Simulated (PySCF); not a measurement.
C3H6ClGeN.
SMILES: `C=N/C(Cl)=[CH]\[GeH3]`

Jobs on this species (12 atoms, 80 electrons) with PySCF (density fitting). Hardware of each: an Arm Neoverse V1 with one thread (shared host). Other jobs ran on the host; a repeat could differ by tens of per cent or more. Peak memory is the resident size of the whole Python process, interpreter and libraries included.

```csv
level and settings,work,basis functions,SCF cycles,wall time,peak memory
"delta-SCF UKS PBE, pcX-2 on the ionised atom, pcseg-1 elsewhere, spin-free X2C","ΔSCF core ionisation, 6 holes",173,?,?,?
"delta-SCF UKS HF, pcX-2 on the ionised atom, pcseg-1 elsewhere, spin-free X2C","ΔSCF core ionisation, 6 holes",173,?,?,?
"delta-SCF UKS SCAN, pcX-2 on the ionised atom, pcseg-1 elsewhere, non-relativistic","ΔSCF core ionisation, 6 holes",173,?,?,?
"PBE0-D3(BJ)/def2-SVP, grid level 1",geometry optimisation from a GFN2-xTB start shaken at random,136,56,70 s,0.53 GiB
"delta-SCF UKS B3LYP, pcX-2 on the ionised atom, pcseg-1 elsewhere, spin-free X2C","ΔSCF core ionisation, 6 holes",173,101,79 s,0.78 GiB
"delta-SCF UKS PBE0, pcX-2 on the ionised atom, pcseg-1 elsewhere, spin-free X2C","ΔSCF core ionisation, 6 holes",173,101,78 s,0.78 GiB
"delta-SCF UKS SCAN, pcX-2 on the ionised atom, pcseg-1 elsewhere, spin-free X2C","ΔSCF core ionisation, 6 holes",173,128,55 s,0.65 GiB
"delta-SCF UKS SCAN, def2-TZVP on the ionised atom, pcseg-1 elsewhere, spin-free X2C","ΔSCF core ionisation, 6 holes",150,143,57 s,0.51 GiB
"delta-SCF UKS SCAN, pcX-1 on the ionised atom, pcseg-1 elsewhere, spin-free X2C","ΔSCF core ionisation, 6 holes",153,125,46 s,0.51 GiB
```

Fill in the missing figures.

- delta-SCF UKS PBE, pcX-2 on the ionised atom, pcseg-1 elsewhere, spin-free X2C; ΔSCF core ionisation, 6 holes: 31 s, 0.59 GiB, 108 SCF cycles
- delta-SCF UKS HF, pcX-2 on the ionised atom, pcseg-1 elsewhere, spin-free X2C; ΔSCF core ionisation, 6 holes: 62 s, 0.75 GiB, 112 SCF cycles
- delta-SCF UKS SCAN, pcX-2 on the ionised atom, pcseg-1 elsewhere, non-relativistic; ΔSCF core ionisation, 6 holes: 53 s, 0.62 GiB, 123 SCF cycles

What do all jobs in the table cost together?

About 8.8 min; the longest takes about 15 % of that, and about 2.5 times as long as the shortest.
